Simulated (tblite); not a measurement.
Species: C₃H₁₄N₂SSi₂.
Geometry (GFN2-xTB, Å), atoms numbered from 1 in this order:
```
atom  x, y, z in Å
C1     2.315    0.105    1.335
C2     1.658    0.805    0.149
N3     0.792   -0.067   -0.608
Si4   -0.867   -0.304   -0.256
N5    -1.821    1.102   -0.520
Si6   -1.664    2.665    0.199
S7    -1.593   -1.767   -1.645
C8    -0.757   -3.236   -0.979
H9     2.918   -0.735    0.995
H10    2.956    0.795    1.877
H11    1.552   -0.271    2.013
H12    2.432    1.204   -0.517
H13    1.048    1.638    0.503
H14    1.306   -0.792   -1.087
H15   -1.145   -0.799    1.097
H16   -2.457    1.047   -1.299
H17   -0.670    3.486   -0.503
H18   -1.222    2.438    1.575
H19   -2.986    3.285    0.133
H20   -1.038   -3.376    0.060
H21   -1.088   -4.085   -1.568
H22    0.319   -3.122   -1.068
```

Computed values, GFN2-xTB/tblite, gas phase, harmonic and unscaled. This tight-binding method is rough: wavenumbers can miss measured ones by several per cent, in bad cases by 10 to 20. Modes of hydrogen on silicon can be 10 to 20 % off. One conformer, not necessarily the lowest.

Harmonic wavenumbers (cm⁻¹): 26.4, 38.5, 68.5, 75.7, 97.8, 105.4, 124.8, 147.5, 178.5, 195.3, 220.7, 234.7, 310.9, 326.9, 377.5, 443.7, 530.4, 567.2, 581.1, 686.6, 709.3, 722.8, 733.9, 765.7, 794.1, 806.9, 824.3, 852.6, 942.8, 957.0, 978.7, 1011.0, 1069.8, 1095.8, 1169.0, 1200.9, 1245.8, 1320.9, 1326.1, 1370.0, 1401.7, 1458.7, 1465.4, 1481.5, 1491.4, 1499.3, 2199.2, 2210.6, 2256.1, 2266.1, 2925.8, 2989.5, 3026.8, 3027.4, 3032.3, 3042.5, 3044.6, 3059.8, 3435.4, 3481.6.

A = 1241, B = 820.2, C = 530.0 MHz; mass 166.042 u (most abundant isotopes); point group C1, symmetry number 1.

**Question.** What is the zero-point energy?

**Answer.** Half the sum of the wavenumbers: 37016 cm⁻¹ = 442.81 kJ/mol.

**Question.** Give the ideal-gas entropy at 400 K and 1 bar in the rigid-rotor, harmonic-oscillator model (classical rotation).

**Answer.** Translation 178.72, rotation 132.39, vibration 266.34: S = 577.5 J/(mol K).

**Question.** And Cp and H(400 K) − H(0)?

**Answer.** Cp = 256.51 J/(mol K), of which vibrations give 223.25 (their classical limit is 60 R = 498.9); H(400 K) − H(0) = 63.78 kJ/mol without the zero-point energy, 50.48 from vibrations.

**Question.** Which modes carry the vibrational entropy at 400 K?

**Answer.** 26.4 cm⁻¹: 27.89; 38.5 cm⁻¹: 24.76; 68.5 cm⁻¹: 19.98; 75.7 cm⁻¹: 19.16; 97.8 cm⁻¹: 17.04; 105.4 cm⁻¹: 16.43 J/(mol K); the other 54 give 141.08 together.

**Question.** What must be added to the electronic energy to get the Gibbs energy at 400 K and 1 bar?

**Answer.** ZPE + [H(400 K) − H(0)] − T·S = 442.81 + 63.78 − 230.98 = 275.61 kJ/mol.

**Question.** How do the functions run with temperature in this model?

**Answer.** 
```csv
T (K),S (J/(mol K)),Cp (J/(mol K)),H − H(0) (kJ/mol),G − H(0) (kJ/mol),ln q(vib)
150,390.9,139.6,13.85,-44.79,6.42
250,473.6,188.4,30.25,-88.16,10.87
298.15,508.8,211.6,39.89,-111.82,12.87
600,695.1,324.0,122.26,-294.79,24.05
900,840.0,389.9,230.13,-525.85,33.61
```

q(vib) and H(0) count from the zero-point level.

**Question.** Blend soft modes into free rotors: weight 1/[1 + (100 cm⁻¹/ν̃)⁴] for the oscillator and the rest for a rotor with moment μB/(μ + B), μ = h/(8π²ν), B = 10⁻⁴⁴ kg m². What vibrational entropy results?

**Answer.** 236.88 J/(mol K) in place of 266.34, which changes −T·S at 400 K by +11.78 kJ/mol.

Hindered rotation and anharmonicity are outside this model. Other conformers, if any are populated, would add a mixing term that is left out. The structure is chiral; the term R ln 2 for an equal mix with its mirror image is left out.
